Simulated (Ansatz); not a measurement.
`C[Si@H]1O[C@@H]1N` and `N[C@H]1O[Si@@H]1[SiH3]` differ in one atom or group.

Ansatz, PBE0-D4/def2-TZVP geometries, multiplicity 1. Each molecule was computed in one conformer, which needn't be the lowest.

```tsv
property	`C[Si@H]1O[C@@H]1N`
HOMO energy (PBE0/def2-TZVPP) / eV	-6.82
HOMO–LUMO gap (PBE/def2-TZVPP) / eV	4.85
HOMO–LUMO gap (PBE0/def2-TZVPP) / eV	7.01
ideal-gas entropy at 298 K and 1 bar (rigid rotor, harmonic PBE0-D4/def2-TZVP) / J/(mol·K)	333
HOMO energy (PBE/def2-TZVPP) / eV	-5.51
zero-point energy (PBE0-D4/def2-TZVP) / kJ/mol	245.1
```

Problem. Give the same properties after the change, and the shifts. (Estimate.)

Solution. The calculation gave: 
```
                                                                                  property  `N[C@H]1O[Si@@H]1[SiH3]`  shift
                                                        HOMO energy (PBE0/def2-TZVPP) / eV                     -6.90  -0.08
                                                       HOMO–LUMO gap (PBE/def2-TZVPP) / eV                      3.88  -0.97
                                                      HOMO–LUMO gap (PBE0/def2-TZVPP) / eV                      5.95  -1.06
ideal-gas entropy at 298 K and 1 bar (rigid rotor, harmonic PBE0-D4/def2-TZVP) / J/(mol·K)                       357     24
                                                         HOMO energy (PBE/def2-TZVPP) / eV                     -5.64  -0.13
                                            zero-point energy (PBE0-D4/def2-TZVP) / kJ/mol                     214.0  -31.1
```

With PBE0 the HOMO falls by 0.08 eV and the LUMO falls by 1.14 eV, so the gap narrows by about 1.06 eV. PBE moves the HOMO by -0.13 eV and ωB97M-V by -0.02 eV.
